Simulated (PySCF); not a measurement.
A structure optimised at PBE0-D3(BJ)/def2-SVP, used in a PySCF frequency run:

```
Te
O 1 1.8059
O 1 1.8059 2 120.00
O 1 1.8059 2 120.00 3 180.00
```

Task: Write its SMILES, formula and point group.

Result: O=[Te+2]([O-])[O-], O3Te, D3h

Task: What are its rotational constants (standard atomic weights)?

Result: 6.4571, 6.4571, 3.2285 GHz
